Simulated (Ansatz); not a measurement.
**Ligand exchange: C4H9Cl + SiH2(CH3)Cl → C4H10 + SiH(CH3)Cl2**

Gas-phase species: C4H9Cl (1-chloro-2-methylpropane) `CC(C)CCl`, singlet; SiH2(CH3)Cl ((chlorosilyl)methane), singlet; C4H10 (isobutane) `CC(C)C`, singlet; SiH(CH3)Cl2 (methyldichlorosilane), singlet. The partners trade Cl for H: C–Cl and Si–H bonds give way to C–H and Si–Cl.

Shapes, held fixed at every level: PBE0-D4/def2-TZVP. Flexible molecules stand in one conformer, not always the lowest. Programs: Ansatz 0.2.0. The zero-point and thermal change to 298 K, harmonic and unscaled (PBE0-D4/def2-TZVP), is +5.8 kJ/mol.

```
               level                    kind  ΔH(298 K) (kJ/mol)  less CCSD(T)/CBS estimate
         HF/def2-SVP            Hartree–Fock              -156.3                       -2.6
  PBE0-D4/def2-TZVPP           global hybrid              -153.7                        0.0
  wB97X-V/def2-TZVPP  range-separated hybrid              -151.4                       +2.3
      MP2/def2-TZVPP     perturbation theory              -157.3                       -3.6
    CCSD(T)/def2-SVP   coupled cluster or CI              -148.7                       +5.0
  CCSD(T)/def2-TZVPP   coupled cluster or CI              -151.4                       +2.3
     CCSD/def2-TZVPP   coupled cluster or CI              -152.7                       +1.0
CCSD(T)/CBS estimate   coupled cluster or CI              -153.7                        0.0
```

The highest level, CCSD(T)/CBS estimate, gives ΔH(298 K) = -153.7 kJ/mol; the levels span -157.3 to -148.7. The column of differences is taken from that level and isn't an error. No measured value is set beside it here. The CBS estimate extrapolates MP2 from def2-TZVPP and def2-QZVPP and adds CCSD(T) − MP2 in the triple-zeta set, cores frozen.
